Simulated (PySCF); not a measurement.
TeHCl, SMILES Cl[TeH]. The structure is a stationary point at B3LYP-D3(BJ)/def2-TZVP. The def2 effective core potentials stand for the cores of Te; spin–orbit coupling is left out.

Computed equilibrium geometry at B3LYP-D3(BJ)/def2-TZVP (PySCF confirms it by a frequency run) as a Z-matrix, and its point group:
point group Cs.
```
Te
H 1 1.6661
Cl 1 2.3631 2 93.84
```
